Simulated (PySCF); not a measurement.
From a log to its input

A PySCF 2.14 run on the atoms Ge 0 0 0; S 0 0 2.245 (angstrom) printed this (some set-up lines and the per-cycle HOMO/LUMO lines with their warnings removed):

```
PySCF version 2.14.0


nuclear repulsion = 5.65712831273051
number of shells = 8
number of NR pGTOs = 36
number of NR cGTOs = 16
basis = sbkjc
ecp = {'Ge': 'sbkjc', 'S': 'sbkjc'}

******** <class 'pyscf.scf.uhf.UHF'> ********
method = UHF
initial guess = minao
damping factor = 0
level_shift factor = 0
DIIS = <class 'pyscf.scf.diis.CDIIS'>
SCF conv_tol = 1e-09
SCF max_cycles = 50
number electrons alpha = 6  beta = 5
init E= -12.8052785066137

cycle= 1 E= -13.6439003541722  delta_E= -0.839  |g|= 0.136  |ddm|= 1.78
cycle= 2 E= -13.6561713514946  delta_E= -0.0123  |g|= 0.0912  |ddm|= 0.364
cycle= 3 E= -13.6642032283943  delta_E= -0.00803  |g|= 0.0146  |ddm|= 0.137
cycle= 4 E= -13.6648705226003  delta_E= -0.000667  |g|= 0.00553  |ddm|= 0.0718
cycle= 5 E= -13.6650562775072  delta_E= -0.000186  |g|= 0.00309  |ddm|= 0.0371
cycle= 6 E= -13.665131645624  delta_E= -7.54e-05  |g|= 0.00252  |ddm|= 0.0152
cycle= 7 E= -13.6652422822483  delta_E= -0.000111  |g|= 0.00186  |ddm|= 0.0283
cycle= 8 E= -13.6653259166862  delta_E= -8.36e-05  |g|= 0.00133  |ddm|= 0.0303
cycle= 9 E= -13.6653924059618  delta_E= -6.65e-05  |g|= 0.000753  |ddm|= 0.0453
cycle= 10 E= -13.665399641331  delta_E= -7.24e-06  |g|= 0.000364  |ddm|= 0.0116
cycle= 11 E= -13.6654020925953  delta_E= -2.45e-06  |g|= 0.000346  |ddm|= 0.00661
cycle= 12 E= -13.6654037066651  delta_E= -1.61e-06  |g|= 5.22e-05  |ddm|= 0.00968
cycle= 13 E= -13.6654037257064  delta_E= -1.9e-08  |g|= 1.63e-05  |ddm|= 0.000866
cycle= 14 E= -13.6654037267353  delta_E= -1.03e-09  |g|= 1.06e-05  |ddm|= 0.000135
cycle= 15 E= -13.6654037270814  delta_E= -3.46e-10  |g|= 3.74e-06  |ddm|= 9.51e-05
Extra cycle  E= -13.6654037270995  delta_E= -1.81e-11  |g|= 2.4e-06  |ddm|= 1.12e-05
converged SCF energy = -13.6654037270995  <S^2> = 0.81202293  2S+1 = 2.0610899
 ** Mulliken pop       alpha | beta **
pop of  0 Ge 4s        0.82733 | 0.81734
pop of  0 Ge 5s        0.18275 | 0.14844
pop of  0 Ge 4px       0.39268 | 0.05676
pop of  0 Ge 4py       0.44010 | 0.05600
pop of  0 Ge 4pz       0.37310 | 0.33918
pop of  0 Ge 5px       0.21888 | 0.02995
pop of  0 Ge 5py       0.24344 | 0.02975
pop of  0 Ge 5pz       0.02626 | 0.03331
pop of  1 S 3s        0.77476 | 0.77581
pop of  1 S 4s        0.17587 | 0.18257
pop of  1 S 3px       0.52991 | 0.57822
pop of  1 S 3py       0.55292 | 0.57787
pop of  1 S 3pz       0.48268 | 0.52762
pop of  1 S 4px       0.30922 | 0.33508
pop of  1 S 4py       0.31285 | 0.33638
pop of  1 S 4pz       0.15725 | 0.17573
In total             6.00000 | 5.00000
 ** Mulliken atomic charges   ( Nelec_alpha | Nelec_beta ) **
charge of  0Ge =     -0.21526  (     2.70454      1.51072 )
charge of  1S =     -0.78474  (     3.29546      3.48928 )

WARN: System has nonzero charge -1; the dipole moment is origin-dependent.
Location of origin: [0. 0. 0.]

Dipole moment(X, Y, Z, Debye):  0.00000, -0.00000, -7.82277
orbital energies (hartree): [array([-0.1479, -0.1142, -0.0456,  0.1884,  0.2711,  0.4076]), array([-0.146 , -0.1395, -0.1276,  0.2103,  0.2347,  0.2825])]
```

Task: Write the input that gave this log.

Result: The input was:

```python
from pyscf import gto, scf

mol = gto.M(
    atom='Ge 0 0 0; S 0 0 2.245',
    basis='sbkjc',
    ecp={'Ge': 'sbkjc', 'S': 'sbkjc'},
    charge=-1,
    spin=1,
    verbose=4,
)
mf = scf.UHF(mol)
mf.kernel()
mf.mulliken_pop()
mf.dip_moment()
print('orbital energies (hartree):', [e[max(0, n-3):n+3].round(4) for e, n in zip(mf.mo_energy, mol.nelec)])
```

The basis has no diffuse functions, which an anion needs. The bond length is a typed value, not an optimised one. The dipole of an ion depends on the origin. No search for the lowest solution was made.
